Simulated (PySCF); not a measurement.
Compound: CH₃B₂F₃O₂.
SMILES: `BOBOC(F)(F)F`

Jobs on this species (11 atoms, 62 electrons) with PySCF (density fitting). Hardware of each: one thread of an Intel Xeon 6975P-C, on a shared host. Other jobs ran on the host; a repeat could differ by tens of per cent or more. Peak memory is the resident size of the whole Python process, interpreter and libraries included.

Question: Rank these jobs by wall time, shortest first.
A. PBE0/6-31G*; shieldings, charges and field gradients; 118 basis functions
B. PBE0/def2-TZVP; shieldings, charges and field gradients; 266 basis functions
C. B3LYP/def2-TZVP; spin–spin couplings from 9 perturbed nuclei, spin–dipole term for 5 of them; 266 basis functions

Answer: A (7.0 s), B (24 s), C (40 s).

All jobs:

```
level and settings                                                                         work  basis functions  SCF cycles  wall time  peak memory
       PBE0/6-31G*                                      shieldings, charges and field gradients              118          12      7.0 s     0.64 GiB
     PBE0/def2-SVP                                      shieldings, charges and field gradients              127          14      7.6 s     0.68 GiB
      PBE0/cc-pVDZ                                      shieldings, charges and field gradients              127          13      7.8 s     0.68 GiB
          HF/pcJ-1  spin–spin couplings from 9 perturbed nuclei, spin–dipole term for 5 of them              246          10       23 s     0.97 GiB
    PBE0/def2-TZVP                                      shieldings, charges and field gradients              266          14       24 s      1.1 GiB
        PBE0/pcJ-1  spin–spin couplings from 9 perturbed nuclei, spin–dipole term for 5 of them              246          14       33 s      1.0 GiB
     PBE0/pcSseg-2                                      shieldings, charges and field gradients              330          14       36 s      1.4 GiB
   B3LYP/def2-TZVP  spin–spin couplings from 9 perturbed nuclei, spin–dipole term for 5 of them              266          13       40 s      1.1 GiB
     B3LYP/cc-pVTZ  spin–spin couplings from 9 perturbed nuclei, spin–dipole term for 5 of them              282          14       41 s      1.1 GiB
```

Question: What do all jobs in the table cost together?

Answer: About 3.7 min; the longest takes about 19 % of that, and about 5.9 times as long as the shortest.
